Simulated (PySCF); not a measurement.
**From a computed spectrum to the compound**

A species of 7 atoms with charge 0 has these harmonic modes (BP86, small Gaussian bases with core potentials, PySCF 2.14.0):

```csv
cm⁻¹,km/mol,symmetry
86,1.4,a'
160,0.0,a''
188,10.2,a'
269,20.8,a''
336,36.2,a'
411,0.0,a''
422,268.5,a'
444,152.6,a''
457,45.2,a'
1472,0.1,a''
1476,0.8,a'
3367,4.3,a''
3368,1.0,a'
3448,0.6,a''
3448,1.3,a'
```

**Question.** Which species is it, and in which structure?

**Answer.** Eu(NH2)2 (singlet in the valence; each metal's 4f electrons, 7 of them, lie in its core potential, out of spins and levels):
```xyz
7

Eu   -0.2298   -0.0385   -0.0021
N     1.0465    0.0794    1.9158
H     2.0667    0.2443    1.9212
H     0.8005    0.0038    2.9161
N     1.0493    0.2703   -1.8968
H     2.0694    0.4348   -1.8842
H     0.8047    0.2950   -2.9000
```
Ideal gas at 298.15 K and 1 bar: S = 359.6 J/(mol K), Cp = 95.1 J/(mol K), H − H(0 K) = 20.2 kJ/mol (rigid rotor, harmonic modes, spin degeneracy alone, that of the 4f electrons in the core included). An lcecp potential fixes the number of 4f electrons, so in runs with it no electron can move into or out of that shell.
 This is one of several that fit.
